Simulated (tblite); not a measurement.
Species: C2H11NO2Si2 (charge +1 and doublet state).
Atom-mapped SMILES: `[CH3:1][N+:2]([CH3:3])[Si@H:4]([OH:5])[O:6][SiH3:7]` (hydrogens: H8, H9, H10 on C1; H11, H12, H13 on C3; H14 on Si4; H15 on O5; H16, H17, H18 on Si7)

A start from a force field or distance geometry was refined with GFN2-xTB geometry optimisation, gas phase (tblite). Values at the start:

```csv
coordinate,start
C1–N2,1.460 Å
C1–H8,1.101 Å
C1–H9,1.096 Å
N2–Si4,1.718 Å
Si4–O5,1.656 Å
Si4–O6,1.637 Å
Si4–H14,1.466 Å
O5–H15,0.960 Å
O6–Si7,1.657 Å
Si7–H16,1.470 Å
C1–N2–C3,109.0°
C1–N2–Si4,120.0°
N2–Si4–O5,103.5°
N2–Si4–O6,107.7°
C3–N2–Si4,120.1°
Si4–O6–Si7,137.9°
O5–Si4–O6,110.0°
C1–N2–Si4–O5,-62°
```

How do these coordinates change at the GFN2-xTB level?

```
  coordinate  GFN2-xTB (Å or °)  change
      N2–Si4              1.792  +0.074
      Si4–O5              1.602  -0.054
       C1–N2              1.408  -0.052
      Si4–O6              1.592  -0.045
     Si4–H14              1.448  -0.018
       C1–H8              1.089  -0.012
     Si7–H16              1.462  -0.008
      O5–H15              0.954  -0.006
      O6–Si7              1.656  -0.001
       C1–H9              1.096   0.000
  Si4–O6–Si7              173.5   +35.6
    C1–N2–C3              117.9    +8.9
   O5–Si4–O6              115.9    +5.9
   N2–Si4–O5               99.1    -4.4
   N2–Si4–O6              105.4    -2.3
   C3–N2–Si4              121.9    +1.8
   C1–N2–Si4              120.0     0.0
C1–N2–Si4–O5                -29     +33
```

The energy falls by 0.672 eV over 218 L-BFGS steps, the largest force on an atom goes from 3.36 to 0.005 eV/Å, and the atoms move by 0.761 Å rms after alignment. The bond that changes most is N2–Si4 (ends: nitrogen bonded to 2 C and Si; silicon bonded to N, 2 O and H), which lengthens by 0.074 Å. Bonds longer at the end by more than 0.005 Å: 1 of 17; shorter: 11. Among the dihedrals that turn most is O6–Si4–O5–H15, from 75° to -65°. Rotational constants go from 3216, 1013, 817.6 to 2828, 1092, 851.5 MHz.

Hardware: one thread of an Arm Neoverse V2, shared host. Cost: 1.5 s.

Its lowest GFN2-xTB frequency is 15 cm⁻¹, too small to tell a flat minimum from a shallow saddle. 2 starts were optimised and ended at 0.00 and 0.39 kcal/mol (GFN2-xTB); the lowest of these is shown.

One conformer stands for the species.

The numbers are calculated, not measured.
